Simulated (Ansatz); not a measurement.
```xyz
10

Si   -1.660    0.001    0.716
Si    0.643   -0.214    0.479
C     1.373   -0.035   -1.210
Se    1.743    1.632   -0.152
H    -1.976    0.710    1.983
H    -2.158    0.790   -0.440
H    -2.325   -1.331    0.734
H     1.349   -1.132    1.408
H     0.730    0.154   -2.063
H     2.282   -0.574   -1.456
```

Total charge 0; spin multiplicity 1.

Q: List the PBE/def2-TZVPP orbital energies in eV (Ansatz). (Best estimate.)

A: Ansatz gave: Occupied: -12302.00, -1780.13, -1779.77, -1561.97, -1402.76, -1402.73, -1402.66, -269.78, -204.95, -150.31, -150.20, -150.00, -137.85, -137.55, -94.63, -94.56, -94.55, -94.28, -94.27, -94.26, -53.41, -53.40, -53.24, -53.15, -53.13, -19.05, -15.07, -13.86, -12.08, -10.84, -9.67, -8.78, -8.76, -7.93, -7.27, -6.76, -5.45. Lowest empty: -1.72, -1.20, -0.73, -0.34, 0.35, 0.43, 0.72, 0.97.
